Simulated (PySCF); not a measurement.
A structure optimised at r2SCAN-D4/def2-SVP, used in a PySCF frequency run:

```
B
F 1 1.3414
O 1 1.3477 2 118.93
H 3 0.9706 1 112.33 2 0.00
Ge 1 2.0677 2 120.16 3 180.00
H 5 1.5349 1 111.99 2 180.00
H 5 1.5381 6 108.26 1 -122.26
H 5 1.5381 6 108.26 7 -115.49
```
Charge 0, spin multiplicity 1.

Write its SMILES, formula and point group.

O[B](F)[GeH3], BFGeH₄O, Cs

What are its rotational constants (standard atomic weights)?

9.3451, 2.4065, 1.9593 GHz
